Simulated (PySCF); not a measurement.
Species: C7H12N2Si.
Z-matrix (Å and degrees, GFN2-xTB geometry), rows numbered from 1:
```
C 
C   1  1.5013
C   2  1.3840  1  120.53
C   3  1.3856  2  121.59  1   179.67
C   4  1.3825  3  119.37  2    -0.37
C   5  1.3816  4  120.08  3     0.31
C   6  1.3930  5  120.79  4     0.22
N   7  1.3905  2  119.74  1    -3.79
N   8  1.4063  7  120.37  2   159.07
Si  9  1.7291  8  122.53  7   -66.64
H   1  1.0899  2  110.70  3  -120.05
H   1  1.0868  2  110.24  3    -0.10
H   1  1.0915  2  111.12  3   119.64
H   3  1.0813  2  118.88  1    -0.48
H   4  1.0795  3  120.15  2   179.81
H   5  1.0803  4  120.34  3  -179.67
H   6  1.0796  5  119.87  4  -179.92
H   8  1.0119  7  113.99  2    24.41
H   9  1.0106  8  110.43  7    85.37
H  10  1.4653  9  104.15  8   -56.58
H  10  1.4679  9  116.00  8    62.34
H  10  1.4581  9  102.64  8  -175.92
```

IAO charges (e) from the PBE0/pcSseg-1 density (PySCF), one withheld:

```csv
atom,bonded to,charge
C1,C2 H11 H12 H13,-0.4293
C2,C1 C3 C7,-0.0288
C3,C2 C4 H14,-0.1519
C4,C3 C5 H15,-0.1816
C5,C4 C6 H16,-0.1458
C6,C5 C7 H17,-0.2003
C7,C6 N8 C2,?
N8,C7 N9 H18,-0.2583
N9,N8 Si10 H19,-0.5861
Si10,N9 H20 H21 H22,+0.7397
H11,C1,+0.1496
H12,C1,+0.1519
H13,C1,+0.1401
H14,C3,+0.1444
H15,C4,+0.1484
H16,C5,+0.1507
H17,C6,+0.1426
H18,N8,+0.2645
H19,N9,+0.2666
H20,Si10,-0.1365
H21,Si10,-0.1461
H22,Si10,-0.1233
```

Q: What is the charge on C7?

A: The charges add up to the total charge, 0. The others sum to -0.0895, which leaves +0.0895 e for C7 (aromatic carbon bearing nitrogen); the computed value is +0.0893, the difference coming from rounding.

Q: Add each hydrogen's charge to the atom that carries it.

A: C1 +0.0123, C3 -0.0075, C4 -0.0332, C5 +0.0049, C6 -0.0577, N8 +0.0062, N9 -0.3195, Si10 +0.3338. Atoms without hydrogen keep their charges.

Q: Across which bond do the charges differ most?

A: Si10–N9: +0.7397 on Si10 against -0.5861 on N9, a difference of 1.3258 e. The lower charge is on the more electronegative element of the two (Pauling values: N 3.04, Si 1.90).

Q: Take the bonds between elements whose Pauling electronegativities differ by more than 0.25. In how many does the more electronegative atom carry the lower charge?

A: In 14 of 14.

Q: How much positive and how much negative charge does this set hold in all?

A: +2.3878 e on 11 atoms and -2.3880 e on 11.

The IAO scheme counts the electrons in orthogonalised intrinsic atomic orbitals, a minimal basis polarised so that it spans the occupied orbitals exactly. The structure is a single GFN2-xTB conformer in the gas phase; no vibrational or solvent corrections.
